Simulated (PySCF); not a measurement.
C₅H₆O₂, SMILES C(O)([C@@H](C)C#C)=O. Atoms are numbered in the order given.

```xyz
13

C     -0.9905    -2.1665    -1.0995
C     -0.8105    -1.0398    -0.6958
C     -0.5773     0.3366    -0.2476
C     -0.3169     1.2974    -1.4143
C      0.5685     0.3858     0.7698
O      1.5789     1.0257     0.6381
O      0.3036    -0.3620     1.8536
H     -1.1537    -3.1679    -1.4500
H     -1.4768     0.6610     0.3085
H     -0.1752     2.3211    -1.0406
H     -1.1646     1.2817    -2.1133
H      0.5937     1.0037    -1.9544
H      1.0758    -0.2915     2.4410
```

Geometry: B3LYP-D3(BJ)/def2-SVP. Other conformers were not sampled.

All values below come from HF/pcSseg-1 run with PySCF.

GIAO shieldings, no solvent; atoms alike by connectivity are averaged. δ = σ(ref) − σ: ¹³C against TMS (σ = 192.6 ppm); ¹⁷O against H2O (σ = 333.0 ppm); ¹H against TMS (σ = 31.99 ppm), references at their B3LYP-D3(BJ)/def2-TZVP geometries, non-relativistic.

Computed chemical shifts:
| nucleus | atoms | count | δ (ppm) |
|---|---|---|---|
| ¹³C | C5 | 1 | 180.5 |
| ¹³C | C2 | 1 | 83.7 |
| ¹³C | C1 | 1 | 83.5 |
| ¹³C | C3 | 1 | 28.9 |
| ¹³C | C4 | 1 | 20.3 |
| ¹⁷O | O6 | 1 | 428.3 |
| ¹⁷O | O7 | 1 | 180.8 |
| ¹H | H13 | 1 | 6.41 |
| ¹H | H9 | 1 | 3.13 |
| ¹H | H8 | 1 | 2.97 |
| ¹H | H10, H11, H12 | 3 | 1.79 |
